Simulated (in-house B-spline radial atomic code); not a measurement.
Configurations of Er VIII (Er7+), with energies counted from [Kr] 4d10 4f10 5s2 5p3. All numbers are computed (Dirac-Hartree-Fock, average of configuration; Fermi nucleus of rms radius 5.2516 fm) with a radial B-spline atomic code at the basis-set limit, not measured. Energies include first-order Breit, QED and recoil terms.

Occupations are held fixed; configurations that lie above the ionisation limit could autoionise.

```csv
configuration,E - E(ref) (eV),highest orbital,its <r> (bohr)
[Kr] 4d10 4f10 5s2 5p2 6s1,54.258,6s1/2,2.333
[Kr] 4d10 4f9 5s2 5p3 7s1,76.167,7s1/2,3.835
[Kr] 4d10 4f9 5s2 5p3 5g1,84.08,5g7/2,3.335
[Kr] 4d10 4f9 5s2 5p3 7g1,101.27,7g7/2,7.738
[Kr] 4d10 4f10 5s2 5p2 9d1,110.02,9d5/2,9.74
[Kr] 4d9 4f10 5s2 5p3 8s1,266.79,8s1/2,5.719
```

Question: Order these further configurations by energy, lowest first.
A. [Kr] 4d10 4f10 5s2 5p2 7d1
B. [Kr] 4d10 4f10 5s2 5p2 5g1
C. [Kr] 4d9 4f11 5s2 5p3
D. [Kr] 4d9 4f10 5s2 5p3 9s1
E. [Kr] 4d10 4f9 5s2 5p3 6g1

Answer: B (91.066 eV), E (94.763 eV), A (95.263 eV), C (175.7 eV), D (275 eV).

Question: How far above the reference does [Kr] 4d10 4f10 5s2 5p2 8d1 lie?

Answer: 104.42 eV; its least bound orbital is 8d5/2 with <r> = 7.171 bohr.

Question: How far above the reference does [Kr] 4d9 4f10 5s2 5p3 6s1 lie?

Answer: 222.71 eV; its least bound orbital is 6s1/2 with <r> = 2.309 bohr.
